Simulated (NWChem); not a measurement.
## Atomisation of C3H6Cl

```xyz
10

C     -0.4407    -0.9798     1.3125
C      0.0076    -0.4344     0.0000
C     -0.4407    -0.9798    -1.3125
Cl     0.5081     1.2428     0.0000
H     -1.4454    -0.6038     1.6000
H     -0.5027    -2.0794     1.2698
H      0.2504    -0.6987     2.1228
H      0.2504    -0.6987    -2.1228
H     -1.4454    -0.6038    -1.6000
H     -0.5027    -2.0794    -1.2698
```
Charge 0, spin multiplicity 2.

Program: NWChem. Structure: optimised with UB3LYP/def2-SVP, a minimum by its harmonic frequencies.

Basis set: def2-TZVP. The atomisation energy is electronic alone: no zero-point, thermal, spin-orbit or counterpoise terms. No value is extrapolated to the basis-set limit. Free atoms are single determinants with multiplicities C 3, Cl 2, H 2.

B3LYP has NWChem's definition, with VWN1-RPA local correlation. The structure started from a generated list of species. The unpaired electrons of the parent sit in orbitals of symmetry a' (Cs labels of the run); other states weren't searched. No SCF solution was tested for a lower state. Open-shell Hartree-Fock references start from PBE0 orbitals.

Task: For the atomisation energy, PBE gives 904.0 kcal/mol and PBE0 gives 892.6 kcal/mol. What do BHandHLYP, B3LYP, HF give?

Result: BHandHLYP: 860.6 kcal/mol; B3LYP: 880.1 kcal/mol; HF: 667.0 kcal/mol.
